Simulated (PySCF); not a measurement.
CH₂Cl₅Si₂ (SMILES Cl[Si](Cl)C[Si](Cl)(Cl)Cl), doublet, geometry from GFN2-xTB. Base run: PBE/3-21G run with PySCF.

Input for PySCF:
```python
from pyscf import gto, scf, dft

mol = gto.Mole()
mol.atom = '''
    Cl    3.415259   -1.344099   -0.270851
    Si    1.746699   -0.280880   -0.751863
    Cl    1.944996    1.609558   -0.040479
    C     0.240155   -1.158869    0.052580
    Si   -1.358186   -0.126080    0.188537
    Cl   -1.198502    1.186959    1.710293
    Cl   -2.914728   -1.364568    0.550883
    Cl   -1.685546    0.865180   -1.536839
    H     0.033142   -2.072810   -0.503208
    H     0.541630   -1.478046    1.053182
'''
mol.basis = '3-21g'
mol.charge = 0
mol.spin = 1
mol.verbose = 4
mol.build()

mf = dft.UKS(mol)
mf.xc = 'pbe'
mf.kernel()
mf.analyze()
```

Each row names what was changed in the base input (with any setting that the change needs).

| change | ΔE vs base (mEh) | fitting functions | dipole (D) |
|---|---|---|---|
| base | 0.000 | - | 2.02 |
| auxbasis = cc-pvqz-jkfit | -1.162 | 1244 | 2.02 |
| auxbasis = cc-pvtz-ri | -93.115 | 995 | 2.02 |
| auxbasis = even-tempered beta=3.0 | -15.410 | 465 | 2.02 |
| auxbasis = even-tempered beta=1.6 | -2.354 | 1036 | 2.02 |
| auxbasis = def2-svp-ri | -5159.2 | 510 | 2.01 |
| auxbasis = cc-pvtz-jkfit | -1.201 | 986 | 2.02 |
| auxbasis = def2-universal-jkfit | -1.008 | 1007 | 2.02 |
| auxbasis = def2-universal-jfit | -2.196 | 428 | 2.02 |
| auxbasis = autoaux | -2.623 | 856 | 2.02 |

A fitting set is made for a task (jfit for Coulomb, jkfit for Coulomb and exchange, ri for correlation) and for a family of orbital bases.

Open shells are given as the SCF converged; they aren't shown to be the lowest states, and a large step between rows can be another state.
